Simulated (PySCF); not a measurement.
# Electronic structure of Tc⁺ (technetium, charge +1) at the B97-3 level

Configuration: [Kr] 4d4 5s1 5p1, one real determinant (an excited configuration). Computed with PySCF 2.14 in ANO-RCC-VTZP, with the spin-free X2C one-electron Hamiltonian (Gaussian nucleus).

| Property | Result |
| --- | --- |
| Total energy | -4284.26 hartree |
| One-electron energy | -5884.33 hartree |
| Hartree (Coulomb) energy | 1729.04 hartree |
| Exchange-correlation energy | -128.98 hartree |
| ⟨S²⟩ | 12.0007 |
| ⟨L²⟩ | 8.013 |
| Sum of ⟨r⟩ | 30.26 bohr |
| Sum of ⟨r²⟩ | 50.96 bohr² |
| Traceless quadrupole moment −½Σ⟨3z² − r²⟩ along its main axis | -5.19 e·bohr² |
| Langevin diamagnetic susceptibility | -40.4 ×10⁻⁶ cm³/mol |

| shell | electrons | mean orbital energy (eV) | spread (eV) | rms radius, mean of both spins (bohr) |
| --- | --- | --- | --- | --- |
| 1s α | 1 | -20932.1 | 0 | 0.0394 |
| 1s β | 1 | -20932.0 | 0 | 0.0394 |
| 2s α | 1 | -3021.1 | 0 | 0.162 |
| 2s β | 1 | -3020.4 | 0 | 0.162 |
| 2p α | 3 | -2704.2 | 0.098 | 0.144 |
| 2p β | 3 | -2703.6 | 0.203 | 0.144 |
| 3s α | 1 | -546.40 | 0 | 0.443 |
| 3s β | 1 | -545.92 | 0 | 0.443 |
| 3p α | 3 | -441.54 | 0.319 | 0.448 |
| 3p β | 3 | -441.02 | 0.375 | 0.448 |
| 3d α | 5 | -271.92 | 0.237 | 0.436 |
| 3d β | 5 | -271.07 | 0.477 | 0.436 |
| 4s α | 1 | -92.294 | 0 | 1.12 |
| 4s β | 1 | -88.666 | 0 | 1.12 |
| 4p α | 3 | -62.776 | 0.085 | 1.24 |
| 4p β | 3 | -58.634 | 0.878 | 1.24 |
| 4d α | 4 | -21.170 | 0.416 | 1.71 |
| 5s α | 1 | -15.024 | 0 | 3.09 |
| 5p α | 1 | -9.904 | 0 | 3.77 |

⟨L²⟩ = 8.01 against 12 for a pure F term, so this real determinant mixes terms.

Densities and radii are taken from the X2C orbitals without a picture-change correction, which distorts them close to the nucleus.
